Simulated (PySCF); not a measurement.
# Where the electron goes

Compound: Ga(SMe)3, C3H9GaS3.
Z-matrix (Å and degrees, PBE0-D3(BJ)/def2-SVP geometry), rows numbered from 1:
```
Ga
S   1  2.1928
C   2  1.8266  1  100.48
H   3  1.0983  2  111.50  1   -62.43
H   3  1.0982  2  106.63  1   178.90
H   3  1.0983  2  111.53  1    60.28
S   1  2.1923  2  120.80  3    -0.50
C   7  1.8271  1   99.90  2  -179.50
H   8  1.0983  7  106.69  1   178.19
H   8  1.0983  7  111.53  1    59.54
H   8  1.0982  7  111.44  1   -63.13
S   1  2.1928  2  119.84  3   179.40
C  12  1.8267  1  100.14  2     0.06
H  13  1.0983 12  111.46  1    64.09
H  13  1.0984 12  111.54  1   -58.56
H  13  1.0982 12  106.74  1  -177.18
```

Computed with PySCF, TDDFT PBE0/def2-SVPD, vertical, gas phase, core orbitals frozen in the response. The PBE0/def2-SVPD calculation is non-relativistic and has no spin–orbit coupling, an omission that weighs most on gallium.

Frontier orbitals with the atoms that hold most of them (Löwdin shares over 4%, at most four atoms; ? is withheld):

```csv
orbital,ε (eV),atoms
LUMO+2,-0.04,"S2 24%, S7 18%, Ga1 12%, C3 11%"
LUMO+1,-0.65,"Ga1 40%, S2 18%, S7 18%, S12 18%"
LUMO,?,?
HOMO,-6.97,"S12 41%, S7 34%, Ga1 7%, C13 6%"
HOMO-1,-6.98,"S2 50%, S7 16%, S12 10%, C3 8%"
HOMO-2,-7.68,"S2 23%, S7 22%, S12 22%, Ga1 13%"
HOMO-3,-8.07,"S12 39%, S7 24%, Ga1 14%, C13 8%"
```

(1) Which atoms hold the LUMO, and with what shares?

(2) What is the LUMO energy, and the HOMO–LUMO gap?

Results:

(1) Ga1 (bonded to 3 S) 38%; S2 (bonded to C and Ga) 16%; S7 (bonded to C and Ga) 16%; S12 (bonded to C and Ga) 16%. By element: sulfur 48%, gallium 38%.

(2) ε(LUMO) = -0.74 eV; the gap is 6.23 eV (0.2289 hartree).

Question: The HOMO–LUMO gap is 6.23 eV. Where does the response calculation put the lowest singlet, and from which orbitals?

Answer: S1 is at 4.98 eV (f = 0.0000), 1.25 eV below the gap, made of HOMO-1/HOMO→LUMO (≥92%). S1/S2 lie within about 0.01 eV of each other. 

Next come S2 at 4.98 eV (f 0.0000), HOMO-1/HOMO→LUMO (≥92%); S3 at 5.31 eV (f 0.056), HOMO-1/HOMO→LUMO+1 (≥91%); S4 at 5.31 eV (f 0.057), HOMO-1/HOMO→LUMO+1 (≥91%); S5 at 5.58 eV (f 0.0091), HOMO-1/HOMO→LUMO+2 (≥41%), HOMO-1/HOMO→LUMO+3 (≥35%), HOMO-2→LUMO (20%).

Orbitals of the list HOMO-3 to LUMO+2 that lie within 0.01 eV of each other are written together with a slash and their weights summed (≥ marks a lower bound); for degenerate orbitals outside that list single weights are arbitrary.

Löwdin shares depend on the basis, the more so with diffuse functions.

One conformer stands for the species.
